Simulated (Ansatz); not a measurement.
`CO[SiH]([SiH3])Cl`, relaxed with RKS PBE0-D4/def2-TZVP in Ansatz from a PBE-D4/def2-SVP geometry. The force threshold is 0.005 eV/Å; the program also tests the step.

The species carries charge 0 and has multiplicity 1.

Start:

```xyz
12

C     0.093    1.966   -1.204
O     0.381    0.946   -0.260
Si   -0.563   -0.418   -0.046
Si    0.487   -1.704    1.607
Cl   -0.612   -1.544   -1.816
H     0.092    1.572   -2.245
H     0.876    2.746   -1.126
H    -0.896    2.443   -1.011
H    -1.993   -0.032    0.234
H     1.864   -2.074    1.132
H    -0.315   -2.957    1.834
H     0.585   -0.941    2.900
```

Q: How much energy does the relaxation release, and in how many steps? (Estimate.)

A: The calculation gave: 1.51 kcal/mol, in 12 steps, 1 of them rejected.

Q: Which bonds change most? (Estimate.)

A: Ansatz gave: O2–Si3 from 1.672 to 1.632 Å; Si3–Cl5 from 2.099 to 2.070 Å; Si3–H9 from 1.508 to 1.488 Å; C1–H6 from 1.113 to 1.094 Å.

Q: Give the relaxed structure. (Estimate.)

A: The calculation gave: 
```xyz
12

C     0.089    1.948   -1.208
O     0.399    0.914   -0.294
Si   -0.536   -0.401   -0.050
Si    0.493   -1.700    1.595
Cl   -0.682   -1.514   -1.788
H     0.207    1.603   -2.239
H     0.778    2.774   -1.029
H    -0.937    2.308   -1.070
H    -1.932    0.013    0.254
H     1.848   -2.098    1.135
H    -0.328   -2.916    1.832
H     0.601   -0.930    2.862
```
